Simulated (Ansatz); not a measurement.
Coupled-cluster diagnostics for B8H14, Ansatz.

Geometry of the singlet (r2SCAN-D4/def2-SVP):

```tsv
atom	x (Å)	y (Å)	z (Å)
B1	1.590	-0.120	0.206
B2	0.468	-1.367	0.888
B3	-0.143	1.633	1.108
B4	-0.844	-1.563	-0.235
B5	-1.666	1.039	0.459
B6	0.888	0.269	-1.420
B7	-0.597	-0.614	-1.574
B8	-0.133	0.092	0.041
H9	-2.111	1.487	-0.570
H10	-1.340	-0.210	-2.423
H11	1.775	-1.394	0.522
H12	1.232	1.223	-2.057
H13	0.468	2.506	0.538
H14	-2.373	0.329	1.133
H15	0.231	-2.351	0.022
H16	0.624	-0.834	-2.120
H17	2.412	0.509	0.804
H18	0.188	1.341	2.233
H19	-1.825	-2.082	0.215
H20	0.482	-1.681	2.043
H21	2.058	-0.294	-1.020
H22	-1.384	2.081	1.207
```

Correlated methods freeze 8 core orbitals. Another isomer (singlet) lies 0.92 eV lower at PBE0-D4/def2-TZVP; other spin states weren't run for this one.

**Question.** Estimate the CCSD(T) correlation energy, the shares of MP2 and (T), T1 and the reference's ⟨S²⟩ for: charge 0, singlet, own geometry in def2-SVP; and the rough time on 4 threads of Arm Neoverse V1 on a shared host.

**Answer.** 
```json
{"state": "charge 0, singlet, own geometry", "basis": "def2-SVP", "correlation (eV)": "-26.289", "MP2 share (%)": "86.9", "(T) share (%)": "4.1", "T1": "0.011", "⟨S²⟩ (pure)": "0.00 (0.00)", "wall time": "80 s"}
```
Customary marks for T1 are 0.02 (closed shells), 0.045 (open shells) and about 0.05 (3d metals). T1 stays under 0.02 throughout.
